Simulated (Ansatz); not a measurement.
```yaml
crystal:
  periodic: [false, false, false]
  atoms:
    - {symbol: N, position_ang: [2.409972, -2.096854, 0.412863]}
    - {symbol: C, position_ang: [1.617570, -1.375165, 0.155113]}
    - {symbol: Sn, position_ang: [-0.030130, -0.033441, 0.051481]}
    - {symbol: C, position_ang: [-1.016415, -0.336041, -1.707256]}
    - {symbol: N, position_ang: [-1.628675, -0.507575, -2.638571]}
    - {symbol: C, position_ang: [1.105270, 2.068359, 0.002619]}
    - {symbol: N, position_ang: [1.277082, 3.056520, -0.063473]}
    - {symbol: C, position_ang: [-1.169114, -0.226812, 1.592078]}
    - {symbol: N, position_ang: [-1.947860, -0.150410, 2.662379]}
basis:
  gaussian: {orbitals: def2-TZVPPP, final_grid: {core_spheres: 5, valence_spheres: 4, degree: 11}}
hamiltonian: {xc: {name: HSE06}}
scf: {lower_state_search: off}
output: {forces: true}
```

```sh
$ ansatz run in.yaml --threads 2 --pin off --events-out ev --progress --plain --max-ram 32768MiB --backend cpu
```

Q: How does Ansatz answer? (Best estimate.)

A: Computed: The input was rejected before any iteration.
```
Error: <dir> can't be read: No such file or directory (os error 2)
```

HSE06 is defined as in plane-wave codes.
